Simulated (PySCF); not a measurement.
Species: C₃H₈OSi.
Structure used (PBE0-D3(BJ)/def2-SVP), in Å, numbered top down from 1:
```
atom  x, y, z in Å
Si1    2.1336    0.9118    0.3893
O2     0.8461   -0.0542    0.8396
C3     0.0683   -0.7150   -0.1019
C4    -1.3544   -0.9778    0.2491
C5    -1.0162    0.0327   -0.8175
H6     2.7651    1.3773    1.6526
H7     1.6745    2.0834   -0.4193
H8     3.1178    0.1295   -0.4227
H9     0.6047   -1.4924   -0.6634
H10   -1.6839   -0.5887    1.2156
H11   -1.7996   -1.9321   -0.0432
H12   -1.2222   -0.2074   -1.8641
H13   -1.1376    1.0878   -0.5576
```

The computed photoelectron lines, unassigned: C 1s: 290.66 (area 2), 292.24 (area 1) eV; O 1s: 538.07 eV; Si 1s: 1847.29 eV; Si 2p3/2: 107.41 eV.

Method used: delta-SCF UKS SCAN, pcX-2 on the ionised atom, pcseg-1 elsewhere, spin-free X2C in PySCF 2.14.0. One conformer (not necessarily the lowest) at the PBE0-D3(BJ)/def2-SVP geometry, without solvent, vibrations or thermal averaging.

Problem. Order the carbon atoms by C 1s binding energy.

Solution. 290.66 eV: C4/C5 (three-membered-ring carbon); 292.24 eV: C3 (sp3 carbon bound to oxygen). Lowest listed C 1s: C4/C5, bonded to 2 C and 2 H. Highest, 1.58 eV above it: C3, bonded to O, 2 C and H.

Bonded neighbours of each site: Si1: O and 3 H; O2: C and Si; C3: O, 2 C and H; C4/C5: 2 C and 2 H.

Problem. Which photon energy gives electrons from Si 1s of Si1 a kinetic energy of 200 eV, and what is their de Broglie wavelength?

Solution. hν = 1847.29 + 200 = 2047.29 eV, recoil neglected; λ = 12.264 Å/√(E/eV) = 0.87 Å.

Topologically equivalent atoms share the value of their first member; where this conformer doesn't relate them by symmetry, their own values could differ. The 2p values add to the ΔSCF energy of one spin-free hole a correction within the shell (spin–orbit coupling, ligand field). 2p1/2 minus 2p3/2 (ligand field included): Si 0.62 eV.
